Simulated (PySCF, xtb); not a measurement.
CH₇FOSi₂, SMILES C[SiH2]O[SiH2]F.

GFN2-xTB run with xtb at its own geometry gives an orbital gap of 5.82 eV and a dipole moment of 1.58 D.

Geometry: ωB97X-D3(BJ)/def2-SVP. This is a generated structure with no PubChem entry under its InChIKey; it may be hypothetical. The values are those of a single conformer.

Task: What does CAM-B3LYP/def2-TZVP (PySCF) give? (An estimate is asked for; the answer gives what the named calculation found.)

Result: gap 11.33 eV (levels -10.05 and 1.29 eV), dipole 0.77 D.
